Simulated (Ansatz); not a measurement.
Cost and result up the ladder for (MgSe)4 cube (Mg4Se4) (8 atoms). Charge 0, multiplicity 1. Geometry: r2SCAN-D4/def2-SVP.

```csv
atom,x (Å),y (Å),z (Å)
Mg1,0.884,1.447,-0.776
Mg2,0.301,-1.532,-1.020
Mg3,-1.830,0.352,0.067
Mg4,0.645,-0.267,1.729
Se5,2.456,-0.473,-0.089
Se6,-0.866,0.359,-2.321
Se7,-0.404,2.057,1.369
Se8,-1.186,-1.942,1.042
```

Ansatz on 4 threads of Arm Neoverse V1 on a shared host. Times are rough, and most runs start from the orbitals of an earlier one. PBE0-D4/def2-TZVP serves as the yardstick here, not as an exact answer. Differences are given only for rows in sets of like size (and for xTB, whose basis is part of the method), since another set adds its own error. Binding counts from free atoms at the same level (Mg singlet, Se triplet; other spins of the atoms weren't run), without zero-point energy or a counterpoise term.

Correlated methods freeze 40 core orbitals; core or outer-core shells of Mg, Se are correlated, in sets that lack core-valence functions.

Correlated methods converge slowly with the basis.

| level | functions | wall time |
| --- | --- | --- |
| HF/STO-3G | 108 | 1.2 s |
| PBE-D4/def2-SVP | 200 | 5.5 s |
| PBE0-D4/def2-SVP | 200 | 9.5 s |
| PBE-D4/def2-TZVP (with forces) | 320 | 13 s |
| PBE0-D4/def2-TZVP | 320 | 23 s |
| r2SCAN-D4/def2-TZVP | 320 | 25 s |
| MP2/def2-TZVP | 320 | 26 s |
| BHLYP-D4/def2-TZVP | 320 | 26 s |
| RPA@PBE/def2-TZVP | 320 | 26 s |

Task: Estimate what each level gives for the binding energy per atom (eV).

Result: 
```csv
level,binding energy per atom (eV),difference from PBE0-D4/def2-TZVP (eV)
HF/STO-3G,3.98,–
PBE-D4/def2-SVP,2.81,–
PBE0-D4/def2-SVP,2.80,–
PBE-D4/def2-TZVP (with forces),2.80,0.00
PBE0-D4/def2-TZVP,2.80,0.00
r2SCAN-D4/def2-TZVP,2.91,0.11
MP2/def2-TZVP,2.80,0.00
BHLYP-D4/def2-TZVP,2.62,-0.18
RPA@PBE/def2-TZVP,2.42,-0.38
```
